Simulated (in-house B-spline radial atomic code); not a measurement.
The outermost shell (largest non-relativistic mean radius) with and without relativity; Dirac values are averaged over j. Computed with an all-electron radial atomic-structure program (B-spline basis): non-relativistic Hartree-Fock and Dirac-Hartree-Fock, averages of the configuration (point nuclei without relativity, finite nuclei with it).

```tsv
ion	configuration	outermost shell	radius non-relativistic (bohr)	radius Dirac (bohr)	radius change (%)	level non-relativistic (eV)	level Dirac (eV)	spin-orbit splitting (eV)
La3+	[Kr] 4d10 5s2 5p6	5p	1.7874	1.7644	-1.2853	-50.093	-50.526	2.8276
Ce3+	[Xe] 4f1	5p	1.7511	1.725	-1.4863	-51.188	-51.775	3.0737
Pr3+	[Xe] 4f2	5p	1.7176	1.6889	-1.6685	-52.224	-52.953	3.3279
Nd3+	[Xe] 4f3	5p	1.6865	1.6554	-1.8403	-53.213	-54.078	3.592
Pm3+	[Xe] 4f4	5p	1.6573	1.6241	-2.0064	-54.166	-55.166	3.8673
Sm3+	[Xe] 4f5	5p	1.6298	1.5945	-2.1695	-55.089	-56.225	4.1548
Eu3+	[Xe] 4f6	5p	1.6038	1.5664	-2.3316	-55.987	-57.262	4.4557
Gd3+	[Xe] 4f7	5p	1.579	1.5397	-2.4938	-56.864	-58.28	4.7707
Tb3+	[Xe] 4f8	5p	1.5555	1.5141	-2.6571	-57.721	-59.286	5.1009
Dy3+	[Xe] 4f9	5p	1.5329	1.4897	-2.8222	-58.563	-60.281	5.4471
Ho3+	[Xe] 4f10	5p	1.5113	1.4662	-2.9896	-59.390	-61.268	5.8103
Er3+	[Xe] 4f11	5p	1.4906	1.4435	-3.1598	-60.204	-62.249	6.1913
Tm3+	[Xe] 4f12	5p	1.4707	1.4217	-3.3331	-61.007	-63.227	6.5913
Yb3+	[Xe] 4f13	5p	1.4515	1.4005	-3.5098	-61.799	-64.203	7.0112
Lu3+	[Xe] 4f14	5p	1.433	1.3801	-3.6901	-62.582	-65.179	7.4522
```
